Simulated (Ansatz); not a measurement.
System: SeF$_{3}$ (charge 0, doublet). It need not be the lowest isomer of its formula. SMILES: F[Se](F)F
Geometry: optimised at B3LYP-D3(BJ)/def2-TZVP (Ansatz, an electronic-structure program).

Property: vertical ionisation energy (to the singlet state of charge +1; each state is the SCF solution reached for its spin; for the singlet the Hartree-Fock reference is unstable and T1 is 0.031), in eV. Valence correlation only, unless marked. Open shells are spin-unrestricted. Spin-orbit coupling is left out. Frozen are the shells of the preceding noble gas and the d and f shells that filled before the atom's block. No relativistic terms. Basis-set limits of correlation are two-point, X^-3; Hartree-Fock from the larger set. [CCSD(T)-MP2]/basis is that difference in the basis named.

RI-MP2/CBS(aug-cc-pVTZ,aug-cc-pVQZ)+[CCSD(T)-MP2]/aug-cc-pVDZ (Ansatz) gives 11.36 eV.

**Question.** Another calculation gave 11.93 eV. Which level was it?
A. B2PLYP/def2-TZVPD (Ansatz)
B. B3LYP/def2-TZVPD (Ansatz)
C. SVWN5/def2-TZVPD (Ansatz)
D. BHLYP/def2-TZVPD (Ansatz)

**Answer.** D, BHLYP/def2-TZVPD (Ansatz). The others give 11.00 (SVWN5), 11.40 (B3LYP), 11.21 (B2PLYP) eV.
